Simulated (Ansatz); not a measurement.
**Molecular dynamics, step by step**

KAlF₃ (charge +1), closed shell, PBE0-D4/STO-3G (Ansatz 0.2.0). Settings (timestep in fs, temperature in K, friction in 1/fs; T counts 15 degrees of freedom, while the starting velocities carry no drift of the centre of mass, so T starts below the set value):

```yaml
hamiltonian: {xc: pbe0, dispersion: d4}
md: {n_steps: 80, timestep: 1.0, temperature: 1500, ensemble: nvt_langevin, seed: 561, friction: 0.01, initial_velocities: maxwell_boltzmann}
```

Start:

```csv
atom,x (Å),y (Å),z (Å)
K1,-0.1469,0.4125,-3.3299
F2,0.1033,-1.6425,1.4136
Al3,0.0397,-0.1114,0.8988
F4,0.0376,1.2477,1.7742
F5,-0.0335,0.0937,-0.7567
```

```tsv
step	time (fs)	potential energy less the start (meV)	kinetic energy (meV)	T (K)
0	0.00	0.0	775.6	1200
5	5.00	208.6	633.9	981
10	10.00	318.3	619.4	958
15	15.00	135.4	800.9	1239
20	20.00	36.1	954.5	1477
25	25.00	144.2	828.3	1282
30	30.00	279.4	755.6	1169
35	35.00	290.2	698.4	1081
40	40.00	68.0	1105.9	1711
45	45.00	-16.8	1119.9	1733
50	50.00	115.5	656.0	1015
55	55.00	156.3	629.7	974
60	60.00	-5.3	929.7	1438
65	65.00	-55.4	865.3	1339
70	70.00	178.0	1129.3	1747
75	75.00	304.6	1118.3	1730
80	80.00	247.9	1475.4	2283
```

Step 10, positions (Å) and forces (eV/Å):

```csv
atom,x,y,z,Fx,Fy,Fz
K1,-0.190,0.477,-3.279,0.116,-0.202,1.368
F2,0.131,-1.638,1.274,0.106,-2.554,0.841
Al3,0.025,-0.128,0.900,0.015,1.057,1.829
F4,0.077,1.198,1.776,-0.036,0.896,0.681
F5,0.025,0.090,-0.649,-0.200,0.804,-4.719
```

Step 55, positions (Å) and forces (eV/Å):

| atom | x | y | z | Fx | Fy | Fz |
| --- | --- | --- | --- | --- | --- | --- |
| K1 | -0.375 | 0.511 | -2.870 | 0.013 | -0.059 | 0.117 |
| F2 | 0.066 | -1.685 | 0.726 | 0.149 | -0.639 | 0.724 |
| Al3 | 0.189 | -0.093 | 0.958 | -0.214 | -3.479 | -1.796 |
| F4 | 0.232 | 1.002 | 2.032 | 0.213 | 2.768 | 2.915 |
| F5 | -0.024 | 0.367 | -0.561 | -0.161 | 1.408 | -1.961 |

Step 60, positions (Å) and forces (eV/Å):

| atom | x | y | z | Fx | Fy | Fz |
| --- | --- | --- | --- | --- | --- | --- |
| K1 | -0.403 | 0.510 | -2.842 | -0.046 | -0.048 | -0.220 |
| F2 | 0.028 | -1.693 | 0.699 | 0.179 | -0.713 | 0.495 |
| Al3 | 0.238 | -0.116 | 0.945 | -0.503 | -1.553 | -2.060 |
| F4 | 0.252 | 0.990 | 2.048 | 0.203 | 1.632 | 1.912 |
| F5 | -0.051 | 0.448 | -0.572 | 0.167 | 0.682 | -0.127 |

Last step (80):

K1  (-0.524, 0.500, -2.812)
F2  (-0.222, -1.792, 0.585)
Al3  (0.368, -0.220, 0.788)
F4  (0.389, 0.857, 2.083)
F5  (-0.070, 0.809, -0.539)
(Å)

Hardware: 4 CPU threads of an Arm Neoverse V1, shared host. Wall time about 43 s.
